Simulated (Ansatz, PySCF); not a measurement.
Dissociation curve of LiNa, singlet.

- UHF/aug-cc-pVTZ (Ansatz, a program for electronic structure)
- RHF/aug-cc-pVTZ (Ansatz)
- UKS-B3LYP = unrestricted B3LYP/aug-cc-pVTZ run with Ansatz
- RKS-B3LYP = restricted B3LYP/aug-cc-pVTZ in Ansatz
- UKS-PBE = unrestricted PBE/aug-cc-pVTZ in Ansatz
- RKS-PBE = restricted PBE/aug-cc-pVTZ (Ansatz)
- UKS-B3LYP/6-31G* = unrestricted B3LYP/6-31G*, spherical d run with PySCF 2.14.0
- RKS-B3LYP/6-31G* = restricted B3LYP/6-31G*, spherical d (PySCF)
- UKS-B3LYP/LANL2DZ = unrestricted B3LYP/LANL2DZ, with its core potentials past Ne run with PySCF
- RKS-B3LYP/LANL2DZ = restricted B3LYP/LANL2DZ, with its core potentials past Ne (PySCF)
- UKS-LDA (SVWN5)/6-31G* = unrestricted LDA (SVWN5)/6-31G*, spherical d run with PySCF
- RKS-LDA (SVWN5)/6-31G* = restricted LDA (SVWN5)/6-31G*, spherical d in PySCF 2.14.0

Scanned distances (Å): 2.32, 2.52, 2.64, 2.72, 2.85, 2.93, 3.04, 3.11, 3.21, 3.38, 3.62, 3.90, 4.39, 4.90, 5.30, 5.81, 6.38, 7.21, 7.93, 8.90.

Q: Where does the unrestricted solution first break spin symmetry (<S²> of 0.01 or more)?

A: UHF: already at 2.32 Å; UKS-B3LYP: between 3.62 and 3.90 Å; UKS-PBE: between 3.62 and 3.90 Å; UKS-B3LYP/6-31G*: between 3.90 and 4.39 Å; UKS-B3LYP/LANL2DZ: between 3.62 and 3.90 Å; UKS-LDA (SVWN5)/6-31G*: between 3.90 and 4.39 Å.

| R / Å | <S²> UHF | E(RHF) − E(UHF) / mEh | <S²> UKS-B3LYP | E(RKS-B3LYP) − E(UKS-B3LYP) / mEh | <S²> UKS-PBE | E(RKS-PBE) − E(UKS-PBE) / mEh | <S²> UKS-B3LYP/6-31G* | E(RKS-B3LYP/6-31G*) − E(UKS-B3LYP/6-31G*) / mEh | <S²> UKS-B3LYP/LANL2DZ | E(RKS-B3LYP/LANL2DZ) − E(UKS-B3LYP/LANL2DZ) / mEh | <S²> UKS-LDA (SVWN5)/6-31G* | E(RKS-LDA (SVWN5)/6-31G*) − E(UKS-LDA (SVWN5)/6-31G*) / mEh |
|---|---|---|---|---|---|---|---|---|---|---|---|---|
| 2.32 | 0.37 | 1.9 | 0.00 | 0.0 | 0.00 | 0.0 | 0.00 | 0.0 | 0.00 | 0.0 | 0.00 | 0.0 |
| 2.52 | 0.30 | 1.1 | 0.00 | 0.0 | 0.00 | 0.0 | 0.00 | 0.0 | 0.00 | 0.0 | 0.00 | 0.0 |
| 2.64 | 0.26 | 0.8 | 0.00 | 0.0 | 0.00 | 0.0 | 0.00 | 0.0 | 0.00 | 0.0 | 0.00 | 0.0 |
| 2.72 | 0.24 | 0.7 | 0.00 | 0.0 | 0.00 | 0.0 | 0.00 | 0.0 | 0.00 | 0.0 | 0.00 | 0.0 |
| 2.85 | 0.31 | 1.1 | 0.00 | 0.0 | 0.00 | 0.0 | 0.00 | 0.0 | 0.00 | 0.0 | 0.00 | 0.0 |
| 2.93 | 0.35 | 1.5 | 0.00 | 0.0 | 0.00 | 0.0 | 0.00 | 0.0 | 0.00 | 0.0 | 0.00 | 0.0 |
| 3.04 | 0.41 | 2.2 | 0.00 | 0.0 | 0.00 | 0.0 | 0.00 | 0.0 | 0.00 | 0.0 | 0.00 | 0.0 |
| 3.11 | 0.45 | 2.7 | 0.00 | 0.0 | 0.00 | 0.0 | 0.00 | 0.0 | 0.00 | 0.0 | 0.00 | 0.0 |
| 3.21 | 0.50 | 3.5 | 0.00 | 0.0 | 0.00 | 0.0 | 0.00 | 0.0 | 0.00 | 0.0 | 0.00 | 0.0 |
| 3.38 | 0.58 | 5.2 | 0.00 | 0.0 | 0.00 | 0.0 | 0.00 | 0.0 | 0.00 | 0.0 | 0.00 | 0.0 |
| 3.62 | 0.68 | 8.1 | 0.00 | 0.0 | 0.00 | 0.0 | 0.00 | 0.0 | 0.00 | 0.0 | 0.00 | 0.0 |
| 3.90 | 0.77 | 12.1 | 0.01 | 0.0 | 0.15 | 0.2 | 0.00 | 0.0 | 0.14 | 0.1 | 0.00 | 0.0 |
| 4.39 | 0.87 | 20.2 | 0.49 | 1.4 | 0.43 | 1.3 | 0.48 | 1.4 | 0.54 | 1.9 | 0.27 | 0.5 |
| 4.90 | 0.94 | 29.0 | 0.75 | 4.6 | 0.68 | 3.6 | 0.75 | 4.6 | 0.77 | 5.3 | 0.56 | 2.2 |
| 5.30 | 0.96 | 35.6 | 0.87 | 7.6 | 0.82 | 5.7 | 0.87 | 7.6 | 0.87 | 8.4 | 0.72 | 4.2 |
| 5.81 | 0.98 | 43.4 | 0.94 | 11.3 | 0.93 | 8.6 | 0.94 | 11.3 | 0.94 | 12.2 | 0.86 | 6.8 |
| 6.38 | 0.99 | 50.9 | 0.98 | 14.9 | 0.98 | 11.6 | 0.98 | 15.0 | 0.98 | 15.8 | 0.94 | 9.5 |
| 7.21 | 1.00 | 59.7 | 0.99 | 18.7 | 1.00 | 14.8 | 0.99 | 18.9 | 0.99 | 19.9 | 0.98 | 12.6 |
| 7.93 | 1.00 | 65.6 | 1.00 | 20.9 | 1.00 | 16.6 | 1.00 | 21.1 | 0.00 | — | 1.00 | 14.2 |
| 8.90 | 1.00 | 71.6 | 1.00 | 22.8 | 1.00 | 17.8 | 1.00 | 23.1 | 0.00 | — | 1.00 | 15.5 |

A dash means that the run gave no value there, or that the column was ended at a point which the program doubted or which failed a test of continuity chosen for this set; such a test can also cut sound points.
